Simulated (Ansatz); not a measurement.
One change: `[CH3][Zn][N](C)C` becomes `[CH3][Mg][N](C)C`.

Ansatz, PBE0-D4/def2-TZVP geometries, multiplicity 1. Each molecule was computed in one conformer, which needn't be the lowest.

Scalar relativity is left out up to krypton.

```json
{"property": "LUMO energy (PBE/def2-TZVPP) / eV", "`[CH3][Zn][N](C)C`": "-0.71"}
{"property": "LUMO energy (ωB97M-V/def2-TZVPP) / eV", "`[CH3][Zn][N](C)C`": "1.32"}
{"property": "HOMO energy (PBE/def2-TZVPP) / eV", "`[CH3][Zn][N](C)C`": "-4.33"}
{"property": "HOMO–LUMO gap (PBE/def2-TZVPP) / eV", "`[CH3][Zn][N](C)C`": "3.62"}
{"property": "HOMO energy (ωB97M-V/def2-TZVPP) / eV", "`[CH3][Zn][N](C)C`": "-7.83"}
{"property": "LUMO energy (PBE0/def2-TZVPP) / eV", "`[CH3][Zn][N](C)C`": "0.05"}
```

Task: What does the change do to each property? (An estimate is asked.)

Result: Computed: 
```json
{"property": "LUMO energy (PBE/def2-TZVPP) / eV", "`[CH3][Mg][N](C)C`": "-1.38", "shift": "-0.67"}
{"property": "LUMO energy (ωB97M-V/def2-TZVPP) / eV", "`[CH3][Mg][N](C)C`": "0.44", "shift": "-0.88"}
{"property": "HOMO energy (PBE/def2-TZVPP) / eV", "`[CH3][Mg][N](C)C`": "-4.10", "shift": "0.23"}
{"property": "HOMO–LUMO gap (PBE/def2-TZVPP) / eV", "`[CH3][Mg][N](C)C`": "2.72", "shift": "-0.90"}
{"property": "HOMO energy (ωB97M-V/def2-TZVPP) / eV", "`[CH3][Mg][N](C)C`": "-7.61", "shift": "0.22"}
{"property": "LUMO energy (PBE0/def2-TZVPP) / eV", "`[CH3][Mg][N](C)C`": "-0.69", "shift": "-0.74"}
```

With PBE0 the HOMO rises by 0.22 eV and the LUMO falls by 0.74 eV, so the gap narrows by about 0.96 eV. PBE moves the HOMO by 0.23 eV and ωB97M-V by 0.22 eV.
